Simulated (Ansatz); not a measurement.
Program: Ansatz. Geometries: PBE0-D4/def2-TZVP. ΔE: electronic, gas phase. CBS: MP2 limit from def2 TZ/QZ plus the TZ coupled-cluster correction, frozen cores. DFT in def2-TZVPP. For Se outer-core shells are correlated without core-valence functions, which leaves a few kJ/mol of doubt a bond. Scalar relativity is left out up to krypton. One conformer a species, not always the lowest.

`F[SiH]1[SiH2][Se]1` + `FC(F)C1(F)OC1(F)F` → `[SiH2]1[SiH2][Se]1` + `FC(F)(F)C1(F)OC1(F)F`  (formal exchange of groups at the Si–F bond)

```csv
level,ΔE (kcal/mol)
B2PLYP,39.7
CCSD(T)/def2-SVP,28.2
```

Q: What does CCSD(T)/CBS give? (Best estimate.)

A: The calculation gave: +39.9 kcal/mol. The listed levels differ from it by -0.2, -11.7 kcal/mol.

Q: What do rigid-rotor, harmonic-oscillator terms from PBE0-D4/def2-TZVP frequencies (298.15 K, 1 bar) make of the CCSD(T)/CBS value? (Estimate.)

A: Ansatz gave: ΔZPE = -2.2 kcal/mol, ΔH = +37.6 kcal/mol, ΔS = -15 J/(mol·K), ΔG = +38.7 kcal/mol. Modes under 50 cm⁻¹ make the entropy rough.

Largest T1 diagnostic among the species: 0.013.

Leaving LDA and LC-ωPBE aside and taking each functional with its dispersion term where it has one, the values, not all of them listed here, spread over 3.7 kcal/mol, from revPBE-D4 to B2PLYP. LDA lies −3.2 kcal/mol from PBE without D4. At CCSD(T), def2-SVP lies −11.7 kcal/mol from the extrapolated value and def2-TZVPP −2.0 kcal/mol.
